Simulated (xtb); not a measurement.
Cl3La, charge +1, quartet, geometry from GFN2-xTB of the parent state (such geometries of metal compounds can be far from the true shape) (a state made from the parent by changing its charge; the spin is typed, not shown lowest); xtb 6.7.1 with GFN0-xTB.

The xtb input:
```
$ xtb mol.xyz --gfn 0 --chrg 1 --uhf 3 --json

# file mol.xyz
4

La     0.19334028    -0.19046844    -0.61524174
Cl    -1.96926279    -0.82209264     0.45709470
Cl    -0.10301305     2.17690188     0.11512742
Cl     1.42401726    -0.71617979     1.49064724
```

Q: Predict the main parts of the log of this xtb run.

A: 
```
   ID    Z sym.   atoms
    1   57 La     1
    2   17 Cl     2-4

           -------------------------------------------------
          |                Calculation Setup                |
           -------------------------------------------------

           -------------------------------------------------
          |                 G F N 0 - x T B                 |
           -------------------------------------------------

          ...................................................
          :                      SETUP                      :
          :.................................................:
          :  # basis functions                  40          :
          :  # atomic orbitals                  36          :
          :  # shells                           12          :
          :  # electrons                        23          :
          :  electronic temp.          300.0000000     K    :
          :  accuracy                    1.0000000          :
          :  -> integral cutoff          0.2500000E+02      :
          :  -> integral neglect         0.1000000E-07      :
          ...................................................

         :::::::::::::::::::::::::::::::::::::::::::::::::::::
         ::                     SUMMARY                     ::
         :::::::::::::::::::::::::::::::::::::::::::::::::::::
         :: total energy             -12.176658063782 Eh    ::
         :: gradient norm              0.063757074071 Eh/a0 ::
         :: HOMO-LUMO gap              0.631480200412 eV    ::
         ::.................................................::
         :: H0 energy                -13.435502598635 Eh    ::
         :: repulsion energy           0.016442899519 Eh    ::
         :: electrostat energy         1.243566320314 Eh    ::
         :: -> Gsolv                   0.000000000000 Eh    ::
         ::    -> Gsasa                0.000000000000 Eh    ::
         ::    -> Gshift               0.000000000000 Eh    ::
         :: dispersion energy         -0.001164684980 Eh    ::
         :: short-range corr.          0.000000000000 Eh    ::
         :: add. restraining           0.000000000000 Eh    ::
         :: total charge               1.000000000000 e     ::
         :::::::::::::::::::::::::::::::::::::::::::::::::::::

           -------------------------------------------------
          |                Property Printout                |
           -------------------------------------------------

    * Orbital Energies and Occupations

         #    Occupation            Energy/Eh            Energy/eV
      -------------------------------------------------------------
         1        2.0000           -0.9759866             -26.5579
         2        2.0000           -0.9759866             -26.5579
         3        2.0000           -0.9738179             -26.4989
         4        2.0000           -0.4795482             -13.0492
         5        1.9996           -0.4574416             -12.4476
         6        1.9995           -0.4573499             -12.4451
         7        1.9995           -0.4573499             -12.4451
         8        1.9848           -0.4540344             -12.3549
         9        1.9848           -0.4540344             -12.3549
        10        1.3942           -0.4496662             -12.2360
        11        1.3188           -0.4493533             -12.2275
        12        1.3188           -0.4493533             -12.2275
        13        1.0000           -0.2647201              -7.2034 (HOMO)
        14        0.0000           -0.2415136              -6.5719 (LUMO)
        15        0.0000           -0.2415136              -6.5719
        16                         -0.2379371              -6.4746
        17                         -0.1899558              -5.1690
        18                         -0.1899558              -5.1690
        19                         -0.0658551              -1.7920
        20                         -0.0658551              -1.7920
        21                         -0.0657947              -1.7904
        22                         -0.0656385              -1.7861
        23                         -0.0649194              -1.7665
        24                         -0.0648893              -1.7657
       ...                                ...                  ...
        36                          0.5899181              16.0525
      -------------------------------------------------------------
                  HL-Gap            0.0232065 Eh            0.6315 eV
             Fermi-level            0.0000000 Eh            0.0000 eV

     #   Z          covCN         q      C6AA      α(0)
     1  57 La       2.122     1.342   576.374    72.716
     2  17 Cl       0.708    -0.114   100.477    15.320
     3  17 Cl       0.708    -0.114   100.477    15.320
     4  17 Cl       0.708    -0.114   100.477    15.320

 Mol. C6AA /au·bohr⁶  :       2773.692545
 Mol. C8AA /au·bohr⁸  :     324233.328775
 Mol. α(0) /au        :        118.674278

Wiberg/Mayer (AO) data.
largest (>0.10) Wiberg bond orders for each atom

 ---------------------------------------------------------------------------
     #   Z sym  total        # sym  WBO       # sym  WBO       # sym  WBO
 ---------------------------------------------------------------------------
     1  57 La   1.165 --     2 Cl   0.388     3 Cl   0.388     4 Cl   0.388
     2  17 Cl   0.786 --     1 La   0.388     3 Cl   0.199     4 Cl   0.199
     3  17 Cl   0.786 --     1 La   0.388     2 Cl   0.199     4 Cl   0.199
     4  17 Cl   0.786 --     1 La   0.388     2 Cl   0.199     3 Cl   0.199
 ---------------------------------------------------------------------------

Topologies differ in total number of bonds
Writing topology from bond orders to xtbtopo.mol

 dipole moment from electron density (au)
     X       Y       Z
   0.1495  -0.1473  -0.4757  total (Debye):    1.321

           -------------------------------------------------
          | TOTAL ENERGY              -12.176658063782 Eh   |
          | GRADIENT NORM               0.063757074071 Eh/α |
          | HOMO-LUMO GAP               0.631480200412 eV   |
           -------------------------------------------------

normal termination of xtb
```
